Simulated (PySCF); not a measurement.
(NaOH)2 ring, H2Na2O2.
Cartesian coordinates in Å at the PBE0-D3(BJ)/def2-SVP level; atoms count from 1:
```xyz
6
H2Na2O2 angstrom
Na     0.6665   -0.9652   -0.7560
O      1.3790    0.5569    0.5036
Na    -0.6661    0.9622    0.7592
O     -1.3792   -0.5602   -0.4997
H      2.2192    0.9107    0.7986
H     -2.2194   -0.9044   -0.8056
```

The calculation used PBE0-D3(BJ)/def2-SVP geometry optimisation, gas phase (PySCF).

Which atoms are bound to Na1, and at what distances?

2 atoms: O2 2.100 Å, O4 2.101 Å. The nearest atom not counted as bound is Na3, at 2.79 Å.

What is the shape at Na1?

Bent: angle 96.7°.

What are the other bond lengths?

O2–H5, O4–H6 0.958 Å.

Give some angles away from the centre.

Na1–O2–Na3 83.3°.

What are the rotational constants (commonest isotopes, rigid rotor)?

A = 5647, B = 5508, C = 2788 MHz: a near-oblate asymmetric top.

Point group: D2h (tolerance 0.08 Å). Charge 0, singlet. PBE0-D3(BJ)/def2-SVP frequencies: not computed here.

One conformer stands for the species.
